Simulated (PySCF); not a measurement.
Bonds (- single, = double, # triple, : aromatic): C1=C2 1.330 Å, C2-C3 1.441 Å, C3=C4 1.320 Å, C4-C5 1.481 Å, C5-F6 1.347 Å, C5-F7 1.348 Å, C4-C2 1.440 Å. C1 carries H8, H9; C3 carries H10; C5 carries H11. H9 is cis to C3; H8 is trans to C3.

Geometry: PBE0-D3(BJ)/def2-SVP; GIAO absolute shieldings from PySCF 2.14.0 with density-fitted response routines, gas phase, non-relativistic, averaged over equivalent atoms.

At B97-2/pcSseg-1 (139 basis functions, 19 s wall time on 1 thread of an Arm Neoverse N1, shared host):
| atoms | σ (ppm) |
| --- | --- |
| C4 | 41.4 |
| C3 | 48.1 |
| C2 | 62.4 |
| C5 | 71.8 |
| C1 | 118.7 |
| F6/F7 | 316.1 |
| H10 | 23.36 |
| H11 | 24.81 |
| H8 | 27.33 |
| H9 | 27.36 |

Task: Estimate the result of repeating the calculation with LC-wPBE/pcSseg-1.

Result: 
```tsv
atoms	σ at LC-wPBE/pcSseg-1	change
C4	38.6	-2.8
C3	44.8	-3.3
C2	60.0	-2.4
C5	74.3	+2.5
C1	119.0	+0.3
F6/F7	324.8	+8.7
H10	23.24	-0.12
H11	24.85	+0.04
H8	27.17	-0.16
H9	27.20	-0.16
```

The largest change is at F6/F7 (fluorine of a CF2 group). Cost: 139 basis functions, 31 s wall time on 1 thread of an Arm Neoverse N1, shared host. The order of the carbon signals is the same at both levels.
